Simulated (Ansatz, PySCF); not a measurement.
Reaction (SMILES): CB(C)Br [bromo(dimethyl)borane] + 3 [H][H] (H2) -> B (BH3) + Br (HBr) + 2 C (CH4)
Structures are relaxed separately at B3LYP-D3(BJ)/def2-TZVP in Ansatz (an electronic-structure program).

Wanted: energy of full hydrogenation (electronic energy difference), in kcal/mol. Valence correlation only, unless marked. No spin-orbit coupling. The frozen core is the preceding noble-gas configuration, with the filled d and f shells of earlier blocks. Non-relativistic. CBS marks a two-point X^-3 extrapolation of the correlation energy; Hartree-Fock from the larger set. [CCSD(T)-MP2]/basis is that difference in the basis named.

| level | program | energy of full hydrogenation (kcal/mol) |
|---|---|---|
| PBE0/STO-3G | Ansatz | 21.1 |
| TPSSh/def2-TZVPD | PySCF | ___ |
| SCS-MP2/cc-pVTZ | Ansatz | 8.1 |
| RI-MP2/CBS(aug-cc-pVTZ,aug-cc-pVQZ)+[CCSD(T)-MP2]/aug-cc-pVTZ | Ansatz | ___ |

### Question
Complete the blanks.

### Answer

- TPSSh/def2-TZVPD, energy of full hydrogenation (kcal/mol): 8.4
- RI-MP2/CBS(aug-cc-pVTZ,aug-cc-pVQZ)+[CCSD(T)-MP2]/aug-cc-pVTZ, energy of full hydrogenation (kcal/mol): 11.1
